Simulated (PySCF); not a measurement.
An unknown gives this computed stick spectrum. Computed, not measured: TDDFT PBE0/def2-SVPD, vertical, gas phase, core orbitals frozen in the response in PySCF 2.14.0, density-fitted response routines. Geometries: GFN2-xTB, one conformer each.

```
state  E (eV)       f  main configurations (H = HOMO, L = LUMO)
   S1    5.59   0.076                    H→L (78%), H-1→L (11%)
   S2    5.82   0.063                               H-1→L (76%)
   S3    6.21  0.0015                               H-2→L (90%)
   S4    6.31   0.023   H→L+1 (58%), H-3→L (20%), H-1→L+1 (13%)
   S5    6.46  0.0011                  H-3→L (69%), H→L+1 (21%)
   S6    6.67  0.0001                               H→L+2 (92%)
```

Triplets computed (Tamm–Dancoff): 4.09, 4.20 eV.

Question: Which structure fits? All have the formula C7H9Cl.
A. `Cl[C@]12C[C@@H]3[C@H](C1)[C@@H]3C2`
B. `ClC[C@@]12CC=C[C@@H]1C2`
C. `CC1=CCC=C[C@H]1Cl`

Answer: C. Its S1, at 5.59 eV, is the lowest among the candidates; the nearest of the others has S1 at 6.22 eV. S1 is HOMO→LUMO (78%), HOMO-1→LUMO (11%). Löwdin shares by element: HOMO carbon 59% or more, chlorine 12% (atoms not listed hold the other 29%); LUMO carbon 40% or more, chlorine 28% (atoms not listed hold the other 32%). At the same level the other candidates give, for their lowest levels:
- `ClC[C@@]12CC=C[C@@H]1C2`: 6.22 eV (f 0.099); 6.49 eV (f 0.014); 6.67 eV (f 0.023); 6.96 eV (f 0.041); 7.15 eV (f 0.009); T1 4.09 eV; HOMO -6.89, LUMO 0.12 eV
- `Cl[C@]12C[C@@H]3[C@H](C1)[C@@H]3C2`: 7.43 eV (f 0.000 summed over 2 states); 7.48 eV (f 0.001 summed over 2 states); 7.89 eV (f 0.087 summed over 2 states); 8.09 eV (f 0.000 summed over 2 states); T1 6.88 eV; HOMO -8.06, LUMO 0.55 eV

Without π bonds the low states are Rydberg-like; a valence basis with one diffuse set may place them up to an eV too high.
